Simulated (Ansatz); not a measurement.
Input for Ansatz (development build ahead of 0.2.0):

```yaml
crystal:
  periodic: [false, false, false]
  atoms:
    - { symbol: Si, position_ang: [0.0, 0.0, 0.0] }
basis:
  gaussian: { orbitals: cc-pVDZ }
magnetization:
  spin_polarized: true
  initial_magnetization: 2
hamiltonian:
  xc: hf
correlation:
  method: ccsd_t
  frozen_orbitals: { Si: 5 }
```

The input is written out in the form of the current development build from the run's settings.

Results

```
Converged                       : yes
Reference energy                : -288.85008 hartree
CCSD correlation energy         : -0.06401 hartree
Triples correction              : -0.00100 hartree
Total energy                    : -288.91509 hartree
Spin squared of the determinant : 2.011
```
